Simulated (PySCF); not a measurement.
One entry of a table of gas-phase calculations, keyed by method. Lists by class give the value and the number of equivalent atoms.

```json
{
 "formula": "C2H6AlS",
 "smiles": "C[C]([AlH3-])=S",
 "charge": -1,
 "multiplicity": 1,
 "geometry_level": "PBE0-D3(BJ)/def2-SVP",
 "atoms_angstrom": [
  ["C", -1.501, -0.148, 0.042],
  ["C", -0.264, 0.601, -0.358],
  ["Al", 1.576, -0.186, 0.13],
  ["S", -0.43, 2.037, -1.143],
  ["H", -1.495, -0.301, 1.137],
  ["H", -1.468, -1.168, -0.382],
  ["H", -2.435, 0.359, -0.26],
  ["H", 2.22, 0.759, 1.303],
  ["H", 1.29, -1.703, 0.713],
  ["H", 2.517, -0.245, -1.205]
 ],
 "electronic_structure_code": "PySCF",
 "results": {
  "PBE0-D3(BJ)/def2-SVP geometry optimisation, gas phase": {
   "rotational_constants_GHz": [6.089, 2.824, 2.01]
  },
  "wB97X-D/def2-SVPD ground state, ΔSCF and vertical TDDFT (core frozen in the response)": {
   "homo_eV": -3.46,
   "lumo_eV": 3.87,
   "S1_eV": 2.09,
   "T1_tda_eV": 1.61,
   "polarisability_au": 97.4,
   "vertical_detachment_eV": 3.66,
   "r2_bohr2_about_centre_of_nuclear_charge": 654.0,
   "singlets_eV_and_f": [
    [2.09, 0.0],
    [4.69, 0.005],
    [4.75, 0.107],
    [4.86, 0.003],
    [4.97, 0.093],
    [5.3, 0.001],
    [5.76, 0.203],
    [5.99, 0.039],
    [6.01, 0.004],
    [6.11, 0.072]
   ],
   "triplets_tda_eV": [1.61, 3.28, 4.12, 4.74]
  },
  "B97-2/pcSseg-2 ground state and GIAO shieldings, non-relativistic": {
   "shift_vs_computed_TMS_C_by_class_ppm": [
    [416.4, 1],
    [59.3, 1]
   ],
   "shift_vs_computed_TMS_H_by_class_ppm": [
    [3.69, 3],
    [3.66, 3]
   ],
   "shielding_other_nuclei_by_class_ppm": [
    ["Al", 471.2, 1],
    ["S", -618.6, 1]
   ]
  }
 }
}
```

The 10 singlets span 2.09 to 6.11 eV, and their oscillator strengths add up to 0.53. 1 of the 10 computed singlets lies in the visible range (750 to 380 nm, 1.65 to 3.26 eV), with an oscillator strength of 0.000.

Geometry: PBE0-D3(BJ)/def2-SVP; no solvent or vibrations. NMR classes are plain means over equivalent atoms (diastereotopic ones count apart unless rotation or inversion swaps them), as if these changed places fast; in this geometry the members of some classes differ. No diffuse functions stand in pcSseg-2, which bears on an anion's orbital energies.
